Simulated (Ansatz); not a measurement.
`C=CC([SiH3])S` → `C=CS[SiH2]C`  (isomerisation)

Computed with Ansatz on PBE0-D4/def2-TZVP structures; ΔE is electronic, products minus reactants. CCSD(T)/CBS adds triple-zeta CCSD(T) − MP2 to the extrapolated MP2 energy (def2 sets, frozen cores). Each species was taken in one conformer, which may not be the lowest.

```
        species  SCS-MP2/def2-QZVPP energy (Eh)
`C=CC([SiH3])S`                      -805.66319
  `C=CS[SiH2]C`                      -805.70269
```

Problem. Work out ΔE.

Solution. ΔE = (-805.70269) − (-805.66319) = -0.03950 Eh = -103.7 kJ/mol. CCSD(T)/CBS gives -104.4 kJ/mol.

Largest T1 diagnostic among the species: 0.011.

At CCSD(T), def2-SVP lies +18.6 kJ/mol from the extrapolated value and def2-TZVPP +3.4 kJ/mol. Leaving LDA and LC-ωPBE aside and taking each functional with its dispersion term where it has one, the values, not all of them listed here, spread over 10.9 kJ/mol, from B97M-V to CAM-B3LYP-D4. LDA lies +9.2 kJ/mol from PBE without D4.
